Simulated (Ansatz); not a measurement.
Geometry optimisation, RKS r2SCAN-D4/def2-SVP in Ansatz.

Input:

```yaml
crystal:
  periodic: [false, false, false]
  atoms:
    - { symbol: B, position_ang: [0.135753, -0.638491, -0.166819] }
    - { symbol: F, position_ang: [-0.578189, 0.927427, 1.687017] }
    - { symbol: Cl, position_ang: [1.691636, 0.147545, -0.410805] }
    - { symbol: Cl, position_ang: [-1.254202, -0.245954, -1.179227] }
    - { symbol: "N", position_ang: [0.004864, -1.766263, 0.777593] }
    - { symbol: H, position_ang: [-0.871289, -2.280826, 0.731205] }
    - { symbol: C, position_ang: [1.077222, -2.415402, 1.506043] }
    - { symbol: H, position_ang: [1.296821, -3.416719, 1.095057] }
    - { symbol: H, position_ang: [1.989314, -1.806895, 1.433154] }
    - { symbol: H, position_ang: [0.835237, -2.532686, 2.576586] }
    - { symbol: H, position_ang: [-0.623067, 0.045164, 1.961495] }
basis:
  gaussian: { orbitals: def2-SVP }
hamiltonian:
  xc: r2scan
  dispersion: d4
relax:
  f_tol: 0.03
  max_steps: 50
```

Launched with:

```bash
$ ansatz run input.yaml --threads 4 --pin off --max-ram 5120MiB --backend cpu --events-out ev --progress --plain --runs-dir out
```

**Question.** Where does it end, and by what steps?

**Answer.** The forces met the threshold. The force dipped under the threshold on the way, but the program's further checks kept it going. After 13 steps the energy has fallen by 0.211 eV; F2 moved furthest, 0.85 Å.

```csv
step,energy less start (eV),largest force component (eV/Å),accepted
0,0.0000,1.892,yes
1,-0.0779,2.338,yes
2,-0.1522,1.607,yes
3,-0.1520,0.635,no
4,-0.1928,0.408,yes
5,-0.2003,0.236,yes
6,-0.2064,0.143,yes
7,-0.2077,0.053,yes
8,-0.2091,0.234,yes
9,-0.2100,0.098,yes
10,-0.2099,0.072,no
11,-0.2105,0.027,yes
12,-0.2108,0.043,yes
13,-0.2108,0.019,yes
```

```xyz
11
Properties=species:S:1:pos:R:3
B 0.147 -0.737 -0.364
F -0.312 0.482 2.356
Cl 1.714 0.009 -0.647
Cl -1.232 -0.321 -1.384
N -0.043 -1.659 0.686
H -0.932 -2.157 0.693
C 0.987 -2.228 1.548
H 1.315 -3.217 1.188
H 1.855 -1.557 1.563
H 0.614 -2.332 2.577
H -0.410 -0.266 1.796
```

Whether the end is a true minimum wasn't checked by a vibrational analysis.

Run time: 45 s on 4 threads of Arm Neoverse V1, on a shared host, peak memory 0.21 GiB.
